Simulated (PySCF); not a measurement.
SMILES FCC[Si](Cl)(Cl)Cl, GFN2-xTB optimised geometry.

```
11

F     -2.23    -1.82    -2.79
C     -1.87    -1.16    -1.65
C     -0.35    -1.08    -1.56
Si     0.28    -0.18     0.00
Cl     2.29    -0.18     0.00
Cl    -0.41     1.72     0.00
Cl    -0.40    -1.12     1.65
H     -2.32    -0.17    -1.70
H     -2.29    -1.72    -0.81
H      0.02    -0.58    -2.46
H      0.05    -2.10    -1.59
```

Density from CAM-B3LYP/def2-TZVP (PySCF 2.14.0) at that geometry.

Minimum of the electron density along straight lines between bonded atoms, close to the bond critical point (lines longer than 1.1 times the sum of covalent radii, or with two minima, are not listed):

```
bond     length / Å  ρ at the minimum / e bohr⁻³  ∇²ρ there / e bohr⁻⁵  position (fraction from the first atom)
-------  ----------  ---------------------------  --------------------  ---------------------------------------
F1–C2         1.374                        0.248                 -0.16                                     0.66
C2–C3         1.522                        0.253                 -0.64                                     0.51
C3–Si4        1.908                        0.124                  0.07                                     0.61
Si4–Cl5       2.017                        0.109                  0.24                                     0.37
Si4–Cl6       2.020                        0.108                  0.24                                     0.37
Si4–Cl7       2.020                        0.108                  0.24                                     0.37
C2–H8         1.094                        0.290                 -1.05                                     0.65
C2–H9         1.094                        0.290                 -1.05                                     0.65
C3–H10        1.092                        0.276                 -0.94                                     0.64
C3–H11        1.092                        0.276                 -0.94                                     0.64
```
